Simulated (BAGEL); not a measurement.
## A convergence study on C3H9ClSi (chlorotrimethylsilane)

C3H9ClSi: 14 atoms, total charge 0, spin state singlet. As SMILES, `C[Si](C)(C)Cl`. The shape is that of a PBE0-D4/def2-TZVP optimisation.

```xyz
14

C    -1.6796    0.5600    0.2216
Si    0.1086    0.3091   -0.2335
C     1.2071    0.3371    1.2700
C     0.3493   -1.2476   -1.2269
Cl    0.6703    1.9068   -1.4405
H    -1.8163    1.4981    0.7641
H    -2.0296   -0.2571    0.8595
H    -2.3090    0.5891   -0.6706
H     1.0927    1.2742    1.8193
H     2.2573    0.2351    0.9879
H     0.9533   -0.4865    1.9439
H     0.0680   -2.1247   -0.6366
H     1.3930   -1.3604   -1.5285
H    -0.2652   -1.2333   -2.1298
```

Program: BAGEL 1.2.2. Method: HF (DKH2, density fitting with tzvpp-jkfit, property spin gap). Swept: basis set. Watched: the HOMO energy. Each run: energy. Hardware: 1 thread of Intel Xeon at 2.30GHz, shared host.

The last row is the best point of the sweep, not the limit.

The candidates, from coarse to fine: ANO-RCC-MB; ANO-RCC-VDZ; ANO-RCC-VDZP; ANO-RCC-VTZP. Estimate which is the coarsest that holds the HOMO energy within 0.01 eV of the last.

ANO-RCC-VDZP: it is 0.0027 eV off and takes 6 s, against 17 s for ANO-RCC-VTZP.

```
   basis set  basis functions  value (eV)  from the best (eV)  wall time
  ANO-RCC-MB               42    -12.0598             -0.5206      2.4 s
 ANO-RCC-VDZ               71    -11.6788             -0.1396      2.9 s
ANO-RCC-VDZP              123    -11.5365             +0.0027        6 s
ANO-RCC-VTZP              284    -11.5392              0.0000       17 s
```
